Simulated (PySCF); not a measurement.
A species of formula C2H8ClGeN has this rotational fingerprint, computed with PBE0-D3(BJ)/def2-SVP geometry optimisation, gas phase in PySCF 2.14.0:

* Rotational constants: A = 4109, B = 1677, C = 1330 MHz
* Dipole components: |μa| = 1.70 D, |μb| = 0.83 D, |μc| = 0.50 D
* Inertial defect: -44.27 u·Å²
* κ: -0.75

Problem. Which candidate fits, each taken in the one conformer that was computed?
A. `[CH3:1][N:2]([CH3:3])[GeH2:4][Cl:5]` with C1–N2–Ge4–Cl5 72°
B. `[CH3:1][CH2:2][Ge@H:3]([NH2:4])[Cl:5]` with C1–C2–Ge3–N4 -64°, C2–Ge3–N4–H -56° and 177°

Solution. B. It is C[CH2][Ge@H]([NH2])[Cl], an asymmetric top, point group C1. The candidates at the same level (rigid rotor, commonest isotopes):

```tsv
SMILES	A (MHz)	B (MHz)	C (MHz)	μa (D)	μb (D)	μc (D)	Δ (u·Å²)	point group	rotor
C[CH2][Ge@H]([NH2])[Cl]	4109	1677	1330	1.70	0.83	0.50	-44.27	C1	asymmetric top
C[N](C)[GeH2][Cl]	3801	1570	1453	2.09	0.78	0.07	-107.14	near Cs	near-prolate asymmetric top
```

`C[N](C)[GeH2][Cl]` has C 9 % too high. No structure here is proved a minimum.
